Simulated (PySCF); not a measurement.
CrO₂, neutral, multiplicity 3. Atoms are numbered in the order given.

```xyz
3

Cr     0.0000     0.0000     0.2533
O      0.0000    -1.4541    -0.3800
O      0.0000     1.4541    -0.3800
```
Charge 0, spin multiplicity 3.

Geometry optimised at PBE0-D3(BJ)/def2-TZVP. The spin state was assumed, not searched.

Method: B3LYP/def2-TZVPD (PySCF).

Mulliken values depend strongly on the basis, most of all with diffuse functions as here. Atomic charges (e):

```csv
atom,meta-Löwdin,Mulliken,Mulliken spin
Cr1,(withheld),1.59,2.25
O2,(withheld),-0.79,-0.12
O3,(withheld),-0.79,-0.12
```

Question: Fill in the missing entries. (The exact figures need the calculation; the answer reports its results.)

Answer: 
- Cr1, meta-Löwdin: 1.29
- O2, meta-Löwdin: -0.64
- O3, meta-Löwdin: -0.64
